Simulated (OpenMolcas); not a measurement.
## Ni+, Pd+, Pt+: d9 down the group

```json
{
 "Program": "OpenMolcas 26.06",
 "Method": "XMS-CASPT2, IPEA 0.25 Eh, imaginary shift 0.1 Eh",
 "Basis": "ANO-RCC-VTZP",
 "Scalar Hamiltonian": "DKH2, point nucleus",
 "Spin-orbit coupling": "RASSI with atomic mean-field integrals over the reference wave functions, term energies averaged over their components"
}
```

Active space for each ion: 9 electrons in 5 orbitals (d); closed shells correlated by CASPT2: Ni+ 3s 3p; Pd+ 4s 4p; Pt+ 5s 5p.

Computed levels in cm-1 above 2D 5/2:

```tsv
Level	Ni+	Pd+	Pt+
2D 3/2	1504	3440	10380
weight of 2D in the lowest level (%)	100	100	100
```

Measured, with the error of the calculation in %. Measured levels: Ni+, Pd+ from NIST Handbook of Basic Atomic Spectroscopic Data.

```tsv
Level	Ni+	Pd+
2D 3/2	1507 (-0.2)	3539 (-2.9)
```

The fine-structure level 2D 3/2 changes by a factor of 6.9 from Ni+ to Pt+.

Term energies are means over components that CASPT2 splits; among the terms shown or strongly mixed into the levels shown the widest spread is 330 cm-1 (3d9 2D, Ni+). Measured partners are found by configuration, term and J. A level has none where our copy of the source lacks it or the pairing is in doubt (some pairs that miss far off the trend of their configuration count as doubtful), and it then counts in no deviation. Levels of configurations outside the active space are missing.
